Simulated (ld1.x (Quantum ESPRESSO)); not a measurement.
## Ti (Z = 22): one change to an RRKJ potential, before and after

| Property | Result |
| --- | --- |
| Element | titanium |
| Generator | ld1.x (Quantum ESPRESSO) 7.5 |
| Type | norm-conserving RRKJ (Kleinman–Bylander form) |
| Functional | PBEsol |
| Relativity | scalar-relativistic |
| Frozen core | [Ne] 3s2 |
| Valence charge | 10 |
| Reference configuration | 3p6 3d2 4s0 4p0 (charge +2) |
| Partial waves | 3p (bound): rc 1.80 bohr; 3d (bound): rc 2.25 bohr; 4s (bound, empty): rc 2.05 bohr |
| Local potential | the s channel |
| Core correction | none |
| rho0 | 0.01 |

Change: reference 3p6 3d2 4s1.5 4p0.

Cutoffs: the cutoffs (Ry, on a coarse ladder) from which the occupation-weighted sum of valence levels, in a spherical-Bessel basis at the reference potential, stays within 10 and 1 mRy of its value at 400 Ry; they do not see the model core or the augmentation charge, which bear on the density cutoff. Errors are all-electron minus pseudo energies relative to the spin-unpolarised reference configuration.

What does the change do?

The potential gets neither clearly harder nor softer (35 Ry and 45 Ry → 35 Ry and 50 Ry); neither file shows a bound ghost at the reference potential, the only one tested.

| quantity | base | changed |
| --- | --- | --- |
| cutoff, loose | 35 Ry | 35 Ry |
| cutoff, tight | 45 Ry | 50 Ry |
| bound ghosts | none | none |
| largest error over its own tests, meV | +1266 | -784 |
| s: phases at 2.44 bohr within 0.05 rad from the reference energy up to (Ry; the scan ends near 5) | -0.7 | -0.1 |
| p: phases at 2.44 bohr within 0.05 rad from the reference energy up to (Ry; the scan ends near 5) | -2.2 | -1.3 |
| d: phases at 2.44 bohr within 0.05 rad from the reference energy up to (Ry; the scan ends near 5) | -0.6 | 0.2 |

Base: These tests converged, but a pseudo level misses the all-electron one widely, so the file describes the atom poorly there or has found another state: 3p6 3d1 4s0 4p0: empty 4p by 2.2 eV; 3p6 3d0 4s0 4p0: empty 4p by 3.9 eV (a node warning on the way). Changed file: These tests converged, but a pseudo level misses the all-electron one widely, so the file describes the atom poorly there or has found another state: 3p6 3d1 4s0 4p0: empty 4p by 2.3 eV.
